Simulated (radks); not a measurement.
The numbers below are computed, except where a source is named.
Rb2+, 35 electrons, occupied as [Ar] 3d10 4s2 4p5.

Level of theory: scalar-relativistic Kohn-Sham, LDA (Slater exchange, Perdew-Wang correlation), spin-unpolarised, spherical densities, finite nucleus; Fermi nuclear charge, rms radius 4.2036 fm (a radial shooting solver on a logarithmic mesh with Libxc functionals).

Energy parts (eV):
part                       energy
total                  -80993.107
kinetic                 82923.005
electron-nucleus      -194613.147
Hartree                 33322.780
exchange-correlation    -2625.746

Orbitals (lengths in bohr, moments of r in powers of bohr; r(90%) holds 90 % of the orbital's charge):
| orbital | occ. | eigenvalue (eV) | <r> | <r^4> | r(90%) |
|---|---|---|---|---|---|
| 1s | 2 | -15030.19 | 0.04034 | 0.00001240 | 0.0722 |
| 2s | 2 | -2025.668 | 0.1781 | 0.002412 | 0.275 |
| 2p | 6 | -1799.697 | 0.1552 | 0.001736 | 0.253 |
| 3s | 2 | -317.0441 | 0.5115 | 0.1425 | 0.760 |
| 3p | 6 | -244.5641 | 0.5193 | 0.1664 | 0.791 |
| 3d | 10 | -124.2365 | 0.5250 | 0.2368 | 0.856 |
| 4s | 2 | -50.5320 | 1.420 | 8.091 | 2.08 |
| 4p | 5 | -33.8941 | 1.635 | 15.16 | 2.44 |

The highest occupied level is 4p at -33.894 eV. For comparison, the ionisation energy in NIST's Atomic Spectra Database is 39.247 eV (semi-empirical). In exact Kohn-Sham theory the highest level is minus the ionisation energy, but local and semilocal functionals leave it too shallow, through self-interaction and a potential that decays too fast; potentials with the right tail come closer.

Beside tabulated values, note that spin-unpolarised runs miss the spin-polarisation part of the exchange energy of open shells.
